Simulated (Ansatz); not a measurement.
Geometry optimisation, RKS PBE0/def2-SVP in Ansatz.

The input (input.yaml):

```yaml
crystal:
  periodic: [false, false, false]
  atoms:
    - { symbol: Cl, position_ang: [-2.2933, 1.34, -0.2616] }
    - { symbol: Si, position_ang: [-0.6676, 0.3751, -1.0185] }
    - { symbol: Sn, position_ang: [0.7034, -0.4419, 0.8883] }
    - { symbol: H, position_ang: [-1.0251, -0.7562, -1.8349] }
    - { symbol: H, position_ang: [0.1338, 1.2886, -1.8641] }
    - { symbol: H, position_ang: [1.23881, 0.88063, 1.86906] }
    - { symbol: H, position_ang: [-0.24538, -1.58667, 1.88936] }
    - { symbol: H, position_ang: [2.11511, -1.35988, 0.28468] }
basis:
  gaussian: { orbitals: def2-SVP }
hamiltonian:
  xc: pbe0
relax:
  f_tol: 0.015
  max_steps: 40
```

Run as:

```bash
$ ansatz run input.yaml --threads 1 --pin off --max-ram 2048MiB --backend cpu --events-out ev --progress --plain --runs-dir out
```

**Question.** Where does it end, and by what steps?

**Answer.** It converged. After 5 steps the energy has fallen by 0.179 eV; H4 moved furthest, 0.13 Å.

```tsv
step	energy less start (eV)	largest force component (eV/Å)	accepted
0	0.0000	1.124	yes
1	-0.0746	1.104	yes
2	-0.1756	0.226	yes
3	-0.1783	0.073	yes
4	-0.1791	0.020	yes
5	-0.1791	0.005	yes
```

```xyz
8
Properties=species:S:1:pos:R:3
Cl -2.317 1.354 -0.287
Si -0.650 0.363 -1.046
Sn 0.750 -0.494 0.932
H -1.132 -0.753 -1.912
H 0.113 1.327 -1.892
H 1.256 0.829 1.894
H -0.195 -1.551 1.890
H 2.135 -1.336 0.373
```

Whether the end is a true minimum wasn't checked by a vibrational analysis.

The run took 60 s on 1 thread of Intel(R) Xeon(R) Processor @ 2.50GHz (Skylake/Cascade Lake), on a shared host, peak memory 0.2 GiB.
